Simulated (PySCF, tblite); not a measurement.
Isomers of [C6H10OP]+ (charge +1), one GFN2-xTB conformer each. Single-point energies are computed at PBE0/pcSseg-1 (PySCF, gas phase, no added dispersion term), electronic only.

Question: Rank them by PBE0/pcSseg-1 energy, lowest first (kcal/mol).
A. `[CH3:1][CH2:2][PH2+:3][c:4]1[cH:5][cH:6][o:7][cH:8]1` (charge +1) with C1–C2–P3–C4 -58°, C2–P3–C4–C5 -55°
B. `[CH3:1][C:2](=[O:3])[CH2:4][P@H+:5]1[CH:6]=[C:7]1[CH3:8]` (charge +1) with C1–C2–C4–P5 179°, C2–C4–P5–C6 95°
C. `[CH:1]#[C:2][PH+:3]1[CH2:4][CH2:5][O:6][CH2:7][CH2:8]1` (charge +1) with C2–P3–C4–C5 -175°, P3–C4–C5–O6 0°, C4–C5–O6–C7 77°, C5–O6–C7–C8 -80°

Answer: A (0.0), B (26.3), C (39.7).

GFN2-xTB itself gives, in the same order: 0.0, 49.9, 36.0. Both levels put the same isomer lowest; measured from each level's own lowest isomer, the values differ by up to 23.6 kcal/mol (CC(=O)C[P@H+]1C=C1C: 49.9 against 26.3).

Which frontier levels and rotational constants go with these structures?

```tsv
SMILES	HOMO (eV, PBE0/pcSseg-1)	LUMO (eV)	A, B, C (MHz)
CC[PH2+]c1ccoc1	-11.34	-4.94	3474, 1015, 964.7
CC(=O)C[P@H+]1C=C1C	-12.34	-5.26	5211, 867.6, 805.5
C#C[PH+]1CCOCC1	-12.56	-5.20	3729, 1237, 1021
```

What happens when harmonic zero-point energies from GFN2-xTB frequencies are added?

| SMILES | ZPE (kcal/mol) | electronic (kcal/mol) | with ZPE (kcal/mol) |
| --- | --- | --- | --- |
| CC[PH2+]c1ccoc1 | 89.0 | 0.0 | 0.0 |
| CC(=O)C[P@H+]1C=C1C | 86.8 | 26.3 | 24.1 |
| C#C[PH+]1CCOCC1 | 89.4 | 39.7 | 40.1 |

The zero-point energies span 2.6 kcal/mol. The order is unchanged.
